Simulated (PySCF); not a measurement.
# Structure from 2D NMR

Compound of formula C6H5FO. Correlations simulated from computed shifts and the bond graph:

HSQC (one-bond C–H):
```
  δH     δC
7.46  138.4
6.87  115.5
6.76  111.9
6.37  105.4
```

COSY cross peaks (H two or three bonds apart, from the bond graph; peaks can be absent where the dihedral angle is near 90°):
```
  δH    δH
7.46  6.87
7.46  6.76
```

HMBC (two and three bonds, from the bond graph):
```
  δH                          δC
7.46  174.2, 166.5, 115.5, 111.9
6.87  166.5, 138.4, 111.9, 105.4
6.76  174.2, 138.4, 115.5, 105.4
6.37  174.2, 166.5, 115.5, 111.9
```

Carbons without hydrogens: δ 174.2, 166.5.

Theoretical values (PySCF 2.14.0 with density-fitted response routines): shielding tensors at B97-2/pcSseg-2 (GIAO), PBE0-D3(BJ)/def2-TZVP geometry. Gas phase, one computed conformer, non-relativistic.

Chemical shifts δ = σref − σ; 1H, 13C vs TMS, all at this level.

Exchangeable hydrogens are left out of these lists.

Which molecule is this?

Results:

3-hydroxy-1-fluorobenzene (Oc1cccc(F)c1).

Atoms are numbered as in `[OH:1][c:2]1[cH:3][cH:4][cH:5][c:6]([F:7])[cH:8]1`. Each H is labelled by its parent atom.

- δC 174.2 is C6, an aromatic carbon bearing fluorine.
- δC 166.5 is C2, an aromatic carbon bearing oxygen.
- δC 138.4 is C4, an aromatic CH (δH 7.46).
- δC 115.5 is C3, an aromatic CH (δH 6.87).
- δC 111.9 is C5, an aromatic CH (δH 6.76).
- δC 105.4 is C8, an aromatic CH (δH 6.37).
- HMBC from δH 7.46 reaches the proton-free carbons C6, C2.
- HMBC from δH 6.87 reaches the proton-free carbon C2.
- HMBC from δH 6.76 reaches the proton-free carbon C6.
- HMBC from δH 6.37 reaches the proton-free carbons C6, C2.
- COSY links 7.46–6.87, 7.46–6.76.

The data come from this structure; uniqueness wasn't tested.

OH/NH shifts are gas-phase values; hydrogen bonding in solution moves them, usually downfield. Shifts are as computed. Against solution values, carbons near 30 ppm lie about +3 ppm off and those near 130 ppm about +7 ppm. Of 1211 compounds with measured shifts, 218 miss one by over three times the rms of a fit or turn the order of signals round; such compounds aren't used in these exercises.
